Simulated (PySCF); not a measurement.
## Core-level binding energies of Zn(OH)2

Species: Zn(OH)2 (singlet state).
Bonds: Zn1–O2, Zn1–O4. Hydrogens: H3 on O2; H5 on O4.

Level of theory: PySCF 2.14.0, delta-SCF UKS SCAN, pcX-2 on the ionised atom (unc-x2c-TZVPall on a metal), pcseg-1 elsewhere, spin-free X2C. Binding energies are ΔSCF values: E(core-ionised, relaxed orbitals) − E(ground state) at a fixed geometry, referred to the vacuum level.

**Question.** What binding energy does each computed site have?

**Answer.** 
| atom(s) | bonded to | level | binding energy (eV) | count |
| --- | --- | --- | --- | --- |
| O2/O4 | H and Zn | O 1s | 537.73 | 2 |

**Question.** What is the longest wavelength that can ionise O 1s of O2 (atom 2)/O4 vertically?

**Answer.** λ = hc/E = 12398.42 eV Å / 537.73 eV = 23.057 Å.

**Question.** Which photon energy gives electrons from O 1s of O2/O4 a kinetic energy of 50 eV, and what is their de Broglie wavelength?

**Answer.** hν = 537.73 + 50 = 587.73 eV, recoil neglected; λ = 12.264 Å/√(E/eV) = 1.73 Å.

The first atom of each set that the bonding makes equivalent was ionised and stands for the set. Not every level is listed. No level of zinc is listed. Geometry: PBE0-D3(BJ)/def2-SVP; no solvent, vibrations or thermal averaging. Metal 2p energies of this one-determinant scheme are less reliable than its 1s energies.
